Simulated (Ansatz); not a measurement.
**Errors in the atomisation enthalpy at 298 K**

10 molecules with halogens; the atomisation enthalpy at 298 K in kJ/mol, computed less measured. Shapes, held fixed at every level: PBE0-D4/def2-TZVP. Flexible molecules stand in one conformer, not always the lowest. Thermal terms are harmonic and unscaled (PBE0-D4/def2-TZVP); the spin-orbit lowering of the free atoms is taken from their spectra. Programs: Ansatz 0.2.0. Measured values: Active Thermochemical Tables, CRC Handbook of Chemistry and Physics, NIST-JANAF tables.

Levels: A = r2SCAN-D4/def2-TZVPP; B = B3LYP-D4/def2-TZVPP; C = CCSD/def2-TZVPP.

```csv
molecule,from tabulated heats,A,B,C
AlClF2 (SMILES [F][Al]([F])[Cl]),1609,+1,-42,-75
BBr2F (dibromofluoroborane),1388,+27,-24,-81
CHClF2 (difluorochloromethane),1698,+16,-18,-99
C2HClF2 (SMILES FC(F)=CCl),2247,+63,+23,-105
"C2H3Cl3 (1,1,1-trichloroethane)",2596,+14,-35,-152
"C2H3F3 (1,1,1-trifluoroethane)",3070,+25,-12,-130
C2H4Cl2 (SMILES ClCCCl),2678,+6,-20,-124
C2H5I (iodoethane),2638,-2,-7,-99
C3H7Cl (SMILES CCCCl),3930,+6,-6,-142
C4H9I (tert-butyl iodide),5008,-1,-15,-186
```

Problem. Which level does best on this set, which worst, and which err to one side?

Solution. 
```
               level                   kind  mean error  mean absolute error  worst case
r2SCAN-D4/def2-TZVPP               meta-GGA       +15.5                 16.1     C2HClF2
 B3LYP-D4/def2-TZVPP          global hybrid       -15.6                 20.2      AlClF2
     CCSD/def2-TZVPP  coupled cluster or CI      -119.3                119.3       C4H9I
```

On this set r2SCAN-D4/def2-TZVPP has the smallest mean absolute error and CCSD/def2-TZVPP the largest. r2SCAN-D4/def2-TZVPP is too high in 8 of 10; B3LYP-D4/def2-TZVPP is too low in 9 of 10; CCSD/def2-TZVPP is too low in 10 of 10. The heats of AlClF2, C2H3Cl3, C2H3F3, C3H7Cl, C4H9I come from older tables and can be uncertain by 10 kJ/mol or more. The molecules' own spin-orbit binding is left out, so errors for heavy halides read too negative. The tabulated values of BBr2F, C2HClF2 are in doubt (older tables, estimates, or at odds with other calculations) and kept here. Over the 8 molecules whose values aren't doubted the mean absolute errors are A 8.9; B 19.4; C 125.9. For CCSD/def2-TZVPP the error grows with the size of the molecule. Correlated wave functions converge slowly with the basis. CCSD also lacks the triples, which bind further. For atoms past krypton def2 sets carry core potentials with scalar relativity. Relativity is left out for Br. Outer-core shells of Br, I are correlated, in sets that cover them unevenly. The set is small.
